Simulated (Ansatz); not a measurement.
# A geometry optimisation of B3H3MgO with B3LYP/6-31G*

The starting geometry of this gas-phase singlet was optimised with GFN2-xTB.

```
atom    x (Å)    y (Å)    z (Å)
   B  -1.8978  -0.8766  -1.6955
   B  -0.5945  -0.8866  -0.7173
   B   0.4844  -0.8842   0.4057
  Mg  -2.8982  -0.6339   0.1750
   O  -0.8348  -0.6985   0.6709
   H  -2.2560  -1.9025  -2.2062
   H  -2.1198   0.1041  -2.3534
   H   1.3566  -0.9066   1.1804
```

Question: Predict what it relaxes into with B3LYP/6-31G*.

Answer: A bond breaks, giving a structure given below by its coordinates. Distances that change by over a tenth: B1–Mg4 (2.14 → 2.45 Å), B2–Mg4 (2.48 → 2.85 Å). Contacts that open: Mg4–O5 (2.12 → 2.81 Å).

The energy falls by 0.40 eV over 15 steps:

```json
{"step": "1", "E − E(last) (eV)": "0.401"}
{"step": "3", "E − E(last) (eV)": "0.033"}
{"step": "4", "E − E(last) (eV)": "0.016"}
{"step": "6", "E − E(last) (eV)": "0.004"}
{"step": "7", "E − E(last) (eV)": "0.002"}
{"step": "9", "E − E(last) (eV)": "0.000"}
{"step": "10", "E − E(last) (eV)": "0.000"}
{"step": "12", "E − E(last) (eV)": "0.000"}
{"step": "13", "E − E(last) (eV)": "0.000"}
{"step": "15", "E − E(last) (eV)": "0.000"}
```

Final geometry (Å):

```yaml
atoms:
  - { symbol: B, position_ang: [-1.8338, -0.8791, -1.7500] }
  - { symbol: B, position_ang: [-0.6706, -0.8711, -0.5822] }
  - { symbol: B, position_ang: [0.5890, -0.8869, 0.4084] }
  - { symbol: Mg, position_ang: [-3.4211, -0.5881, 0.0937] }
  - { symbol: O, position_ang: [-0.7116, -0.7436, 0.8394] }
  - { symbol: H, position_ang: [-2.2340, -1.9158, -2.2068] }
  - { symbol: H, position_ang: [-2.0691, 0.1127, -2.3859] }
  - { symbol: H, position_ang: [1.5911, -0.9128, 1.0428] }
```

The end wasn't checked by frequencies. Run with Ansatz 0.2.0, 54 s on 1 thread of Arm Neoverse V1 (shared host).
